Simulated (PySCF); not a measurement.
## NMR parameters from quadrupole coupling constants

C5H9FS.
Z-matrix (Å and degrees, GFN2-xTB geometry), rows numbered from 1:
```
C 
C   1  1.5286
C   2  1.5043  1  110.85
C   3  1.3270  2  119.90  1   -98.56
F   4  1.3514  3  125.79  2   179.29
S   3  1.7635  2  111.71  1    80.27
C   6  1.8153  3  105.46  2  -167.72
H   1  1.0876  2  110.44  3    61.47
H   1  1.0871  2  110.23  3   -58.62
H   1  1.0867  2  110.16  3  -178.48
H   2  1.0910  1  109.84  3  -121.37
H   2  1.0915  1  109.21  3   119.71
H   4  1.0804  3  122.97  2    -0.86
H   7  1.0848  6  109.66  3    54.34
H   7  1.0859  6  105.56  3   173.01
H   7  1.0848  6  110.29  3   -68.00
```

Computed at PBE0/pcSseg-1 (PySCF, non-relativistic):

```tsv
atom	environment	nucleus	spin I	Q (b)	CQ = χzz (MHz)	η
S6	sulfide sulfur	33S	3/2	-0.0678	44.579	0.730
```

Q: Work back to Vxx, Vyy and Vzz; CQ/MHz = 234.96 (Q/b)(Vzz/au).

A: Vxx = −Vzz(1 − η)/2 and Vyy = −Vzz(1 + η)/2, in au:

```
atom  Vxx (au)  Vyy (au)  Vzz (au)  Vzz (10²¹ V/m²)
  S6     0.378     2.420    -2.798           -27.19
```

Q: PQ = |CQ|√(1 + η²/3), νQ = 3|CQ|/[2I(2I − 1)], ν0 = |g|·7.62259 MHz/T·B with g(33S) = 0.42921: values at 9.4 T?

A: 
```csv
atom,PQ (MHz),νQ (MHz),ν0 (MHz),νQ/ν0
S6,48.37,22.29,30.75,0.725
```

For S6: PQ = 44.58 × 1.0851, νQ = 44.58 × 0.5000, ν0 = 3.2717 MHz/T × 9.4 T.

For S6 νQ isn't small against ν0, so the high-field expansions of solid-state NMR fail there at this field.

Q: Take a correlation time of 4 ps, isotropic tumbling and extreme narrowing. What quadrupolar relaxation rates and linewidths follow?

A: Rate = (3π²/10) PQ² τc (2I + 3)/[I²(2I − 1)], the same for T1 and T2; width = rate/π.

```json
{"site": "33S at S6", "spin factor (2I + 3)/[I²(2I − 1)]": "1.333", "1/T1 (s⁻¹)": "37000", "T1 (ms)": "0.0271", "linewidth (Hz)": "11800"}
```

The structure is a single GFN2-xTB conformer in the gas phase; no vibrational or solvent corrections. GFN2-xTB bond lengths can be off by several hundredths of an ångström, more for odd bonds, and the gradients follow them. A larger basis could move these couplings by a tenth or more.

These values come from a run that also computed NMR shieldings. Hardware: one thread of an Arm Neoverse V1, on a shared host. Cost: 21 s wall, 0.77 GiB resident at most.
